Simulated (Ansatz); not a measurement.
GaO₂H⁺. Total charge 1; doublet. Geometry B3LYP-D4/def2-TZVP; atoms count from 1.

Cartesian coordinates in Å:
```
Ga 0.095 -0.216 -0.507
O 0.326 -1.126 -1.994
O -0.067 0.844 0.820
H -0.355 0.498 1.681
```

The structure comes from a short search, and lower isomers may exist.

Estimate the Mulliken populations from the PBE0/def2-TZVP orbitals of Ansatz.


```csv
atom,charge (e),spin (α − β)
Ga1,0.96,-0.02
O2,-0.03,1.01
O3,-0.33,0.01
H4,0.39,0.00
```
Mulliken values and Mayer orders depend strongly on the basis.

Where does the spin sit?

Summed by element: Ga -0.02, O 1.02, H 0.00, of 1 unpaired in all. Largest on single atoms: O2 1.01, Ga1 -0.02, O3 0.01.

And the Mayer bond orders between bonded heavy atoms (over 0.3)?

Ga1–O2 1.34 (1.76 Å); Ga1–O3 1.46 (1.71 Å).
